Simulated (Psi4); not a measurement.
Intermolecular potential of N2 ··· C2H6O (SMILES N#N and COC). Monomers: optimised at B3LYP-D3(BJ) (def2-TZVP), held rigid. Orientation: a random orientation, not optimised. The monomers approach along the line of their centres of mass (distance R); nothing else relaxes.

Geometry at R = 3.87 Å (first 2 atoms: monomer A):
```
11

N      0.5455     0.0000     0.0000
N     -0.5455     0.0000     0.0000
C      3.1317    -0.0688     3.4555
O      2.1179    -0.8728     2.8973
C      2.5791    -1.6477     1.8143
H      3.9605    -0.6777     3.8411
H      3.5357     0.6378     2.7181
H      2.6894     0.4907     4.2783
H      3.3813    -2.3316     2.1226
H      1.7362    -2.2314     1.4475
H      2.9579    -1.0151     1.0003
```

Methods: PBE/def2-TZVP, counterpoise-corrected (Psi4); PBE-D3(BJ)/def2-TZVP, counterpoise-corrected (Psi4); B3LYP/def2-TZVP, counterpoise-corrected (Psi4); SAPT0/jun-cc-pVDZ, frozen core (Psi4).

Interaction energies in kcal/mol; the last columns give the difference from SAPT0:

```
R / Å  PBE/def2-TZVP  PBE-D3(BJ)/def2-TZVP  B3LYP/def2-TZVP  SAPT0/jun-cc-pVDZ  PBE/def2-TZVP − SAPT0/jun-cc-pVDZ  PBE-D3(BJ)/def2-TZVP − SAPT0/jun-cc-pVDZ  B3LYP/def2-TZVP − SAPT0/jun-cc-pVDZ
-----  -------------  --------------------  ---------------  -----------------  ---------------------------------  ----------------------------------------  -----------------------------------
3.27            4.89                  3.70             5.86               4.17                               0.72                                     -0.48                                 1.68
3.50            1.95                  0.93             2.64               1.31                               0.63                                     -0.39                                 1.33
3.69            0.75                 -0.12             1.33               0.24                               0.52                                     -0.36                                 1.09
3.87            0.18                 -0.58             0.68              -0.22                               0.40                                     -0.35                                 0.91
4.09           -0.14                 -0.75             0.30              -0.42                               0.28                                     -0.33                                 0.72
4.27           -0.23                 -0.74             0.16              -0.44                               0.21                                     -0.30                                 0.60
4.60           -0.24                 -0.60             0.06              -0.37                               0.13                                     -0.23                                 0.43
4.91           -0.18                 -0.44             0.03              -0.28                               0.10                                     -0.16                                 0.31
5.36           -0.11                 -0.26             0.01              -0.18                               0.07                                     -0.08                                 0.19
6.04           -0.04                 -0.12            -0.01              -0.09                               0.05                                     -0.02                                 0.09
7.09           -0.01                 -0.04            -0.01              -0.04                               0.02                                      0.00                                 0.03
8.37           -0.01                 -0.02            -0.01              -0.02                               0.01                                      0.00                                 0.01
```

PBE/def2-TZVP is furthest from SAPT0/jun-cc-pVDZ at 3.27 (0.72 kcal/mol, above); its mean absolute difference over the points is 0.26 kcal/mol.

PBE-D3(BJ)/def2-TZVP is furthest from SAPT0/jun-cc-pVDZ at 3.27 (-0.48 kcal/mol, below); its mean absolute difference over the points is 0.23 kcal/mol.

B3LYP/def2-TZVP is furthest from SAPT0/jun-cc-pVDZ at 3.27 (1.68 kcal/mol, above); its mean absolute difference over the points is 0.62 kcal/mol.
